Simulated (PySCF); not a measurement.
Where the electron goes

Species: C2H7F3GeSi.
Geometry (PBE0-D3(BJ)/def2-SVP, Å), atoms numbered from 1 in this order:
```xyz
14
C2H7F3GeSi angstrom
F     -0.967    1.429    0.930
C     -1.712    0.597    0.184
F     -1.730    1.095   -1.060
F     -2.961    0.667    0.654
C     -1.172   -0.800    0.216
Ge     0.616   -0.993   -0.609
Si     2.094    0.716    0.143
H     -1.881   -1.457   -0.308
H     -1.124   -1.124    1.265
H      1.126   -2.387   -0.193
H      0.459   -0.971   -2.141
H      2.101    0.749    1.637
H      1.663    2.043   -0.385
H      3.477    0.419   -0.342
```

Level of theory: TDDFT PBE0/def2-SVPD, vertical, gas phase, core orbitals frozen in the response in PySCF 2.14.0, density-fitted response routines. The PBE0/def2-SVPD calculation is non-relativistic and has no spin–orbit coupling, an omission that weighs most on germanium.

Frontier orbitals with the atoms that hold most of them (Löwdin shares over 4%, at most four atoms; ? is withheld):

| orbital | ε (eV) | atoms |
| --- | --- | --- |
| HOMO-3 | -10.09 | Si7 32%, H14 23%, Ge6 11%, C5 8% |
| HOMO-2 | -9.49 | Ge6 28%, H10 17%, Si7 16%, H11 15% |
| HOMO-1 | -9.44 | ? |
| HOMO | -8.37 | Si7 33%, Ge6 32%, C5 8%, H11 5% |
| LUMO | -0.01 | ? |
| LUMO+1 | 0.22 | Si7 27%, Ge6 24%, C5 12%, H14 10% |
| LUMO+2 | 0.35 | Si7 33%, Ge6 25%, H13 15%, H10 9% |

Question: Which atoms hold the LUMO, and with what shares?

Answer: Ge6 (bonded to C, Si and 2 H) 32%; Si7 (bonded to Ge and 3 H) 15%; H11 (bonded to Ge) 10%; H10 (bonded to Ge) 10%. By element: germanium 32%, hydrogen 20% or more, silicon 15%.

Question: Which atoms hold the HOMO-1, and with what shares?

Answer: C5 (bonded to C, Ge and 2 H) 25%; Ge6 (bonded to C, Si and 2 H) 21%; Si7 (bonded to Ge and 3 H) 12%; H14 (bonded to Si) 9%.

Question: The HOMO–LUMO gap is 8.35 eV. Where does the response calculation put the lowest singlet, and from which orbitals?

Answer: S1 is at 7.26 eV (f = 0.054), 1.09 eV below the gap, made of HOMO→LUMO (80%), HOMO→LUMO+1 (13%). Without the coupling terms of the response equations the lowest excitation would equal the gap.

Question: Give energy, strength and leading configuration of S1, S6 and S7, and follow the Löwdin shares of the leading atoms from the occupied to the empty orbital.

Answer: 
- S1 (7.26 eV, f 0.054), HOMO→LUMO (80%): Si7 33% → 15%, Ge6 32% → 32%
- S6 (8.26 eV, f 0.026), HOMO-2→LUMO (80%): Ge6 28% → 32%, H10 17% → 10%, Si7 16% → 15%
- S7 (8.32 eV, f 0.083), HOMO-1→LUMO (71%): C5 25% → at most 10%, Ge6 21% → 32%, Si7 12% → 15%

One conformer stands for the species.
